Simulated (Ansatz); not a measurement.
Species: dibromo(diethyl)silane, C4H10Br2Si (charge 0, singlet). SMILES: C([Si](CC)(Br)Br)C
Geometry from a B3LYP-D3(BJ)/def2-TZVP (Ansatz, an electronic-structure program) optimisation:
```xyz
17

C     -1.9805    -2.2027     0.8762
C     -1.3052    -1.5578    -0.3401
Si     0.0072    -0.3080     0.1043
Br    -0.9629     1.4133     1.1675
Br     0.9193     0.4528    -1.7993
C      1.3644    -0.9749     1.1976
C      2.0832    -2.1968     0.6133
H     -1.2599    -2.7346     1.5007
H     -2.7384    -2.9232     0.5645
H     -2.4697    -1.4537     1.5004
H     -0.8250    -2.3169    -0.9653
H     -2.0417    -1.0602    -0.9753
H      2.0702    -0.1635     1.3896
H      0.9075    -1.2177     2.1620
H      2.5495    -1.9611    -0.3442
H      1.3945    -3.0282     0.4504
H      2.8661    -2.5475     1.2877
```
Charge 0, spin multiplicity 1.

Quantity: atomisation energy (electronic, to ground-state atoms), in kcal/mol. Correlated levels leave the core frozen unless marked. UHF or UKS for open shells. Spin-orbit coupling is left out. The frozen core is the preceding noble-gas configuration, with the filled d and f shells of earlier blocks. No relativistic terms. The coupled-cluster limit lacks core correlation, which all-electron functionals hold. Basis-set limits of correlation are two-point, X^-3; Hartree-Fock from the larger set. [CCSD(T)-MP2]/basis is that difference in the basis named.

```
level                                                                 program  atomisation energy (kcal/mol)
-------------------------------------------------------------  --------------  -----------------------------
HF/6-31G*                                                              Ansatz                         1151.9
HF/def2-TZVPP                                                          Ansatz                         1158.6
HF/def2-TZVPPD                                                         Ansatz                         1158.8
HF/def2-QZVPP                                                          Ansatz                         1159.3
HF/def2-QZVPPD                                                         Ansatz                         1159.3
BLYP-D3(BJ)/def2-TZVPD                                         Ansatz + dftd3                         1511.3
revPBE-D4/def2-TZVPD                                           Ansatz + dftd4                         1517.3
r2SCAN-D3(BJ)/def2-TZVPD                                       Ansatz + dftd3                         1533.0
PBE0/def2-TZVPD                                                        Ansatz                         1525.1
r2SCANh/def2-TZVPD                                                     Ansatz                         1523.9
r2SCAN0-D4/def2-TZVPD                                          Ansatz + dftd4                         1520.3
LC-wPBE-D4/def2-TZVPD                                          Ansatz + dftd4                         1531.1
wB97X-V/def2-TZVPD                                                     Ansatz                         1529.0
wB97X/def2-TZVPD                                                       Ansatz                         1522.7
B2PLYP/def2-TZVPD                                                      Ansatz                         1500.6
RPA@PBE/def2-TZVPP                                                     Ansatz                         1422.7
RI-MP2/def2-QZVPP                                                      Ansatz                         1530.9
SCS-MP2/def2-SVPD                                                      Ansatz                         1470.5
CCSD/STO-3G                                                            Ansatz                         1619.0
CCSD(T)/def2-SVPD                                                      Ansatz                         1464.7
RI-MP2/CBS(def2-TZVPPD,def2-QZVPPD)+[CCSD(T)-MP2]/def2-TZVPPD          Ansatz                         1525.9
```
